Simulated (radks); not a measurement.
Polarisability of neutral hydrogen, 1s1, at imaginary frequency. Method: scalar-relativistic Kohn-Sham, LDA (Slater exchange, Perdew-Wang correlation), spin-polarised, spherical densities, finite nucleus; open shells are filled with parallel spins first; Gaussian nuclear charge, rms radius 0.8783 fm; computed with a radial shooting solver on a logarithmic mesh with Libxc functionals. Response by self-consistent Sternheimer equations with the Hartree and adiabatic LDA kernel, the relativistic mass of each level held fixed and spin-orbit coupling left out.

w (hartree),alpha1(iw) (bohr^3),alpha2(iw) (bohr^5)
0.00266,6.060,26.85
0.0143,6.049,26.82
0.0360,5.992,26.66
0.0697,5.813,26.14
0.118,5.406,24.92
0.186,4.685,22.59
0.280,3.684,18.95
0.413,2.591,14.38
0.605,1.630,9.712
0.892,0.9195,5.797
1.35,0.4629,3.032
2.12,0.2037,1.364
3.59,0.07461,0.5044
6.94,0.02047,0.1388
17.5,0.003241,0.02196

Static values: alpha1 = 6.060 bohr^3 (0.8980 angstrom^3; uncoupled 5.903), alpha2 = 26.85 bohr^5, alpha3 = 296.9 bohr^7. C6 = 9.819, C8 = 242.6, triple-dipole C9 = 43.79 atomic units. One-pole (London) frequency 4 C6 / (3 alpha1^2) = 0.357 hartree, against 0.269 for minus the highest occupied eigenvalue. Recommended static value: 4.50711 bohr^3 (Schwerdtfeger and Nagle, 2023 table).
